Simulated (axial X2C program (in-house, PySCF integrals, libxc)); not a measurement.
**Spin–orbit effects down a group: molecules with C, PBE0**

Calculated with an axial X2C code built on PySCF integrals, spin-free (one-electron X2C) or two-component (2c: spin–orbit coupling with atomic mean-field Coulomb and Gaunt terms, which also bring small scalar terms), in Dyall basis sets with cores contracted in-house; open shells are unrestricted.

Basis sets: Ag dyall-cv3z, Au dyall-cv3z, C dyall-v3z, Cu dyall-cv3z.

```
molecule   spin-free state  Re (Å)  ωe (cm⁻¹)  De (eV)  2c state  Re 2c (Å)  ωe 2c (cm⁻¹)  De 2c (eV)
     CuC  M_S = 3/2, Λ = 0   1.780      626.1     2.38   Ω = 3/2      1.781         625.4        2.38
     AgC  M_S = 3/2, Λ = 0   2.017      489.4     1.76   Ω = 3/2      2.017         489.2        1.76
     AuC  M_S = 1/2, Λ = 1   1.847      707.2     2.86   Ω = 1/2      1.831         726.5        3.05
```

Problem. Work out the shifts from the spin-free to the two-component result.

Solution. 

```tsv
molecule	2c state	ΔRe (Å)	Δωe (cm⁻¹)	ΔDe (eV)
CuC	Ω = 3/2	0.001	-0.7	0.00
AgC	Ω = 3/2	0.000	-0.2	0.00
AuC	Ω = 1/2	-0.016	19.3	0.19
```

Shifts of one unit in the last digit are rounding.

Each entry is the lowest single determinant of a limited PBE0 search at one distance. De goes to single-determinant-based atoms at the same level (for ions the charge split of lowest energy) and is withheld (n/a) where an atom does not fit its ground term or J level. Main or longest-lived isotopes. One determinant is a doubtful description, or other states lie close, for CuC, AgC; these need not be ground states, and all values refer to the states named. With several unpaired electrons the Ω given is that of one determinant, not necessarily of the lowest component. Some light 2c atoms are not at their ground J level, so De misses part of their lowering (0.04 eV or less). The functionals have no current term, which raises determinants with orbital currents.
